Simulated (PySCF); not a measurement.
A small calculation by hand: oscillator strength and radiative lifetime

C4H4ClF, SMILES ClC1=C[C@H](F)C1.

The structure is a stationary point at TPSSh-D3(BJ)/def2-SVP. The structure was generated by enumeration; whether it is a known compound was not checked.

TDA-CAM-B3LYP/def2-SVPD (PySCF 2.14.0) puts the first singlet state with f over 0.02 at 6.88 eV (vertical), with the transition dipole (1.145, -0.548, -0.239) in atomic units.

Problem. Find the oscillator strength, the wavelength and the radiative lifetime that this transition would have in vacuum if emission retraced absorption.

Solution. 
|μ|² = 1.6685 au, so |μ| = 3.28 D. ΔE = 6.88/27.211 = 0.2528 hartree. f = (2/3) ΔE |μ|² = 0.281 (the program prints 0.281).
λ = 1239.84/6.88 = 180 nm; ν = 55491 cm⁻¹.
Einstein's coefficient A = 0.6670 ν² f s⁻¹ (ν in cm⁻¹) = 5.8e8 s⁻¹, so τ = 1/A = 1.7 ns. This state is S1. The figure is the radiative limit of this one transition; relaxation, internal conversion, crossing to triplets and a medium change what is measured.
